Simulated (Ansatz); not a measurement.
`CO[SiH](O)[GeH2][OH]` + `O[SiH3]` → `CO[SiH](O)O[SiH3]` + `[OH][GeH3]`  (cleavage of the Si–Ge bond)

Gas-phase electronic energies from Ansatz, PBE0-D4/def2-TZVP geometries. CBS: MP2 limit from def2 TZ/QZ plus the TZ coupled-cluster correction, frozen cores. DFT in def2-TZVPP. For Ge outer-core shells are correlated without core-valence functions, which leaves a few kJ/mol of doubt a bond. Scalar relativity is left out up to krypton. Each species was taken in one conformer, which may not be the lowest.

CCSD(T)/CBS gives -128.0 kJ/mol.

Q: Another level gave -137.2 kJ/mol. Which?
A. ωB97M-V/def2-TZVPP
B. MP2/def2-TZVPP
C. SCS-MP2/def2-TZVPP
D. PBE0-D4/def2-TZVPP

A: C. SCS-MP2/def2-TZVPP -137.2, ωB97M-V -127.8, PBE0-D4 -115.0, MP2/def2-TZVPP -132.4 kJ/mol.

Largest T1 diagnostic among the species: 0.012.

In def2-TZVPP, CCSD(T) changes the Hartree–Fock value by +32.0 kJ/mol (the triples alone add +4.6 kJ/mol) and MP2 by +30.0 kJ/mol. From PBE to PBE0 (25 % exact exchange), in def2-TZVPP and without D4, ΔE moves by −12.5 kJ/mol.
